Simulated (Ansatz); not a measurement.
```yaml
atoms:
  - { symbol: C, position_ang: [0.0095, -0.0221, -0.8034] }
  - { symbol: C, position_ang: [0.0330, -0.0221, 0.7899] }
  - { symbol: H, position_ang: [-0.0065, -0.9748, -1.1584] }
  - { symbol: H, position_ang: [-0.8928, 0.5155, -1.1156] }
  - { symbol: H, position_ang: [0.8813, 0.5612, -1.1719] }
  - { symbol: H, position_ang: [-0.0147, 1.0278, 1.2128] }
  - { symbol: H, position_ang: [-0.9313, -0.5094, 1.1877] }
  - { symbol: H, position_ang: [0.8981, -0.5601, 1.1574] }
```

Basis set: aug-cc-pVDZ (spherical functions). Frozen core: 2 orbitals. Charge 0, multiplicity 1.

Computed with Ansatz (development build ahead of 0.2.0); each method stands on the lowest determinant of its kind that the runs found. Restricted open shells among the atoms or ions are ROHF, correlated in semicanonical orbitals with singles.

The atomization energy at this shape (free ground-state atoms in the same class of orbitals less the molecule, no zero-point energy) of singlet C2H6:

```csv
method,atomization energy
RHF-MP2,28.92 eV
```

Question: What does RHF give?

Answer: 23.50 eV.
